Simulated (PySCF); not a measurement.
## [Bi3]2+ at several levels of theory

Computed with PySCF 2.14.0 (density fitting, no spin-orbit coupling) at the geometry relaxed with TPSS:

```xyz
3
[Bi3]2+ (doublet)
Bi    0.0000    0.0000    2.7952
Bi    0.0000    0.0000    0.0074
Bi    0.0000    0.0000   -2.8026
```

```
    level                   basis    state  HOMO (eV)  gap (eV)  charge on Bi1 (e)  dipole about the centre of mass (D)  largest force component (eV/Å)
     TPSS  Bi def2-SVP with ECP60  doublet     -14.27      0.11               0.85                                 0.05                            0.02
     BLYP                the same  doublet     -14.00     -0.05               0.83                                 0.09                            0.52
   revPBE                the same  doublet     -14.18      0.06               0.84                                 0.03                            0.25
CAM-B3LYP                the same  doublet     -16.29      3.61               0.87                                 0.63                            0.15
```

HOMO and gap are taken over both spins. Charges are Mulliken's, which hang on the basis. The relaxation used the grid (50, 194), these runs (75, 302) or, all-electron (x2c bases, spin-free X2C Hamiltonian), (99, 590).

Question: What does r2SCAN with Bi def2-SVP with ECP60 give here?

Answer: state doublet, HOMO (eV) -14.62, gap (eV) 0.48, charge on Bi1 (e) 0.86, dipole about the centre of mass (D) 0.30, largest force component (eV/Å) 0.19. Time: 8.8 s on 2 threads of Intel(R) Xeon(R) Platinum 8375C CPU @ 2.90GHz (Ice Lake), with other jobs on the host, from an already converged density.

No frequency check is given that shows the relaxed geometry to be a minimum. Open shells may have lower solutions than the one found.

A gap near or under zero over both spins lies within a partly filled shell and is no excitation energy.

Some runs are spin-contaminated.
